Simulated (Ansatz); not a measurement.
Program: Ansatz. Geometries: PBE0-D4/def2-TZVP. ΔE: electronic, gas phase. CBS: MP2 limit from def2 TZ/QZ plus the TZ coupled-cluster correction, frozen cores. This one scheme is used for every species. For Ge outer-core shells are correlated without core-valence functions, which leaves a few kJ/mol of doubt a bond. Scalar relativity is left out up to krypton. One conformer a species, not always the lowest.

Reaction (ligand exchange at a Ge–Cl bond): `C[O][Ge]([CH3])([NH2])[Cl]` + H–F → `C[O][Ge]([CH3])([NH2])[F]` + HCl

| level | ΔE (kJ/mol) |
| --- | --- |
| HF/CBS(def2) | -5.8 |
| MP2/CBS(def2) | 17.2 |

Task: What does CCSD(T)/CBS give? (Estimate.)

Result: Computed: +10.4 kJ/mol. The listed levels differ from it by -16.2, 6.8 kJ/mol.

Largest T1 diagnostic among the species: 0.011.

The D4 term adds +8.0 kJ/mol with B3LYP and +4.5 kJ/mol with PBE0; it sums over pairs of atoms, weighted by their polarisabilities, and B3LYP, whose exchange is more repulsive, gets the larger term. In def2-TZVPP, CCSD(T) changes the Hartree–Fock value by +10.2 kJ/mol (the triples alone add +2.3 kJ/mol) and MP2 by +17.0 kJ/mol.

B3LYP here is the variant with VWN-RPA as its local correlation; programs differ in this.
